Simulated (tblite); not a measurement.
Species: C4H9BS2.
Numbering: `[CH3:1][C@@H:2]1[S:3][BH:4][S:5][C@H:6]1[CH3:7]` (hydrogens: H8, H9, H10 on C1; H11 on C2; H12 on B4; H13 on C6; H14, H15, H16 on C7)

Computed with GFN2-xTB (tblite), gas phase: L-BFGS steps from a force-field or distance-geometry start until the largest atomic force falls under 0.01 eV/Å.

Step 54: E = -569.6530 eV
```
atom  x, y, z in Å  |  force x, y, z in eV/Å
C1      1.8048   -0.6114    0.3160    0.028   0.015   0.013
C2      0.6612    0.1305   -0.3554   -0.004   0.026  -0.015
S3      1.0909    1.9361   -0.4250   -0.017   0.000   0.000
B4     -0.5583    2.5557   -0.2711   -0.026   0.017   0.001
S5     -1.8071    1.3567    0.0963    0.073  -0.006   0.035
C6     -0.6660   -0.0894    0.3598   -0.063   0.099   0.003
C7     -1.3811   -1.3426   -0.1152   -0.029   0.009  -0.005
H8      1.9102   -0.2759    1.3450    0.016  -0.003   0.028
H9      2.7343   -0.4038   -0.2061    0.024  -0.008  -0.023
H10     1.6376   -1.6856    0.3136   -0.065  -0.017  -0.028
H11     0.5682   -0.1708   -1.4031    0.022  -0.028  -0.013
H12    -0.8083    3.6840   -0.4060    0.008  -0.035   0.016
H13    -0.4978   -0.1319    1.4410   -0.026   0.021  -0.014
H14    -2.2688   -1.5097    0.4889   -0.002  -0.020   0.004
H15    -0.7336   -2.2113   -0.0403    0.041  -0.039   0.030
H16    -1.6935   -1.2218   -1.1497    0.021  -0.030  -0.032
```

Step 55: E = -569.6541 eV
```
atom  x, y, z in Å  |  force x, y, z in eV/Å
C1      1.8014   -0.6126    0.3153    0.033   0.023   0.018
C2      0.6608    0.1325   -0.3578   -0.006  -0.005  -0.009
S3      1.0907    1.9371   -0.4271   -0.017   0.005  -0.004
B4     -0.5588    2.5565   -0.2724   -0.014   0.029   0.015
S5     -1.8056    1.3579    0.0996    0.033  -0.001   0.020
C6     -0.6663   -0.0882    0.3580   -0.047   0.094   0.009
C7     -1.3798   -1.3436   -0.1147   -0.002   0.028  -0.004
H8      1.9078   -0.2765    1.3440    0.006  -0.007   0.033
H9      2.7325   -0.4064   -0.2042    0.025  -0.024  -0.035
H10     1.6288   -1.6864    0.3136   -0.047   0.003  -0.030
H11     0.5689   -0.1706   -1.4051    0.018  -0.021  -0.016
H12    -0.8089    3.6856   -0.4013    0.011  -0.042   0.009
H13    -0.4950   -0.1293    1.4385   -0.030   0.010  -0.001
H14    -2.2678   -1.5112    0.4888   -0.002  -0.014  -0.011
H15    -0.7296   -2.2099   -0.0353    0.037  -0.046   0.030
H16    -1.6864   -1.2261   -1.1514    0.002  -0.033  -0.022
```

Step 56: E = -569.6553 eV
```
atom  x, y, z in Å  |  force x, y, z in eV/Å
C1      1.7970   -0.6139    0.3141    0.019   0.023   0.012
C2      0.6600    0.1353   -0.3623   -0.004  -0.031   0.008
S3      1.0904    1.9386   -0.4314   -0.016   0.006  -0.011
B4     -0.5593    2.5571   -0.2713    0.010   0.037   0.021
S5     -1.8034    1.3595    0.1062   -0.030   0.017  -0.003
C6     -0.6668   -0.0849    0.3561   -0.004   0.039   0.006
C7     -1.3769   -1.3445   -0.1140    0.038   0.033  -0.001
H8      1.9022   -0.2766    1.3428    0.000  -0.016   0.029
H9      2.7314   -0.4109   -0.2014    0.010  -0.043  -0.042
H10     1.6150   -1.6873    0.3124   -0.013   0.040  -0.029
H11     0.5680   -0.1705   -1.4092    0.019  -0.010  -0.005
H12    -0.8096    3.6863   -0.3955    0.008  -0.030   0.004
H13    -0.4908   -0.1255    1.4355   -0.032  -0.002   0.015
H14    -2.2673   -1.5113    0.4864   -0.003  -0.007  -0.029
H15    -0.7242   -2.2093   -0.0254    0.016  -0.021   0.030
H16    -1.6733   -1.2331   -1.1546   -0.019  -0.035  -0.004
```

Step 57: E = -569.6557 eV
```
atom  x, y, z in Å  |  force x, y, z in eV/Å
C1      1.7954   -0.6141    0.3136    0.008   0.019   0.007
C2      0.6597    0.1360   -0.3645   -0.001  -0.022   0.014
S3      1.0899    1.9394   -0.4339   -0.014   0.002  -0.012
B4     -0.5594    2.5577   -0.2694    0.012   0.029   0.019
S5     -1.8033    1.3602    0.1091   -0.040   0.026  -0.012
C6     -0.6669   -0.0829    0.3553    0.012   0.003   0.004
C7     -1.3749   -1.3445   -0.1136    0.041   0.021  -0.002
H8      1.8990   -0.2768    1.3428    0.003  -0.018   0.019
H9      2.7313   -0.4137   -0.2006    0.001  -0.044  -0.037
H10     1.6091   -1.6870    0.3116    0.001   0.046  -0.026
H11     0.5674   -0.1706   -1.4115    0.021  -0.007   0.006
H12    -0.8097    3.6864   -0.3928    0.005  -0.015   0.003
H13    -0.4888   -0.1239    1.4343   -0.033  -0.004   0.017
H14    -2.2674   -1.5108    0.4841    0.001  -0.002  -0.034
H15    -0.7219   -2.2095   -0.0198    0.005   0.000   0.028
H16    -1.6670   -1.2371   -1.1561   -0.021  -0.032   0.006
```

Problem. Estimate the geometry and energy of step 58. (The exact step hangs on the optimiser's Hessian estimate; all steps are aligned on step 57, rigid shifts and turns removed.)

Solution. E = -569.6563 eV, largest force 0.049 eV/Å
```
atom  x, y, z in Å  |  force x, y, z in eV/Å
C1      1.7937   -0.6140    0.3134   -0.008   0.009  -0.005
C2      0.6594    0.1364   -0.3675    0.004   0.008   0.018
S3      1.0887    1.9405   -0.4377   -0.008  -0.005  -0.011
B4     -0.5595    2.5590   -0.2657    0.008   0.013   0.010
S5     -1.8045    1.3618    0.1114   -0.034   0.028  -0.021
C6     -0.6671   -0.0799    0.3535    0.020  -0.038   0.002
C7     -1.3719   -1.3442   -0.1131    0.029  -0.009  -0.003
H8      1.8954   -0.2776    1.3433    0.011  -0.014   0.001
H9      2.7312   -0.4190   -0.2007   -0.011  -0.035  -0.025
H10     1.6016   -1.6858    0.3108    0.013   0.037  -0.020
H11     0.5680   -0.1710   -1.4146    0.019  -0.004   0.022
H12    -0.8096    3.6870   -0.3881    0.002   0.007   0.004
H13    -0.4872   -0.1209    1.4323   -0.032  -0.004   0.021
H14    -2.2672   -1.5106    0.4810    0.009   0.007  -0.034
H15    -0.7184   -2.2092   -0.0120   -0.008   0.026   0.023
H16    -1.6602   -1.2435   -1.1576   -0.014  -0.026   0.016
```

The energy changes by -0.0006 eV. The first-order estimate −F·Δx gives -0.0009 eV and the mean of the old and new forces, exact on a quadratic surface, -0.0006 eV. The step makes an angle of 71° with the force vector and moves no atom by more than 0.009 Å.

What follows is the cost of the whole relaxation. Hardware: Arm Neoverse V2, one thread, no GPU, shared host with 64 logical CPUs at a one-minute load of 16. Cost: 0.57 s wall.
